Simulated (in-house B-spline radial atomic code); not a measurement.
Inner-shell binding energies (edges) and X-ray emission energies of free atoms and ions, as differences of relaxed hole-state energies with first-order Breit, QED and recoil terms, without correlation or multiplet splittings, in NIST's listed ground configurations. For neutral atoms such line energies lie within some 1 to 5 eV of tabulated X-ray lines (up to 20 eV for the heaviest). K = 1s, L1 = 2s. A dash marks a subshell that is part filled or wasn't run, or a line left out. Computed with a B-spline radial code for spherical atoms: Dirac-Hartree-Fock, average of the configuration, finite nuclei.

| ion | configuration | K edge (eV) | L1 edge (eV) |
| --- | --- | --- | --- |
| Ne6+ | [He] 2s2 | 1099.27 | 203.79 |
| Mg6+ | [He] 2s2 2p2 | ? | ? |
| Al6+ | [He] 2s2 2p3 | 1762.14 | 269.63 |
| Si6+ | [He] 2s2 2p4 | 2020.88 | 293.5 |
| P6+ | [He] 2s2 2p5 | 2298.57 | 318.34 |
| S6+ | [He] 2s2 2p6 | ? | ? |
| Ar6+ | [Ne] 3s2 | 3334.25 | 446.75 |

(1) Fill in the row of Mg6+.

(2) Fill in the row of S6+.

Answers

(1) K edge (eV): 1522.32; L1 edge (eV): 246.73.

(2) K edge (eV): 2595.27; L1 edge (eV): 344.16.
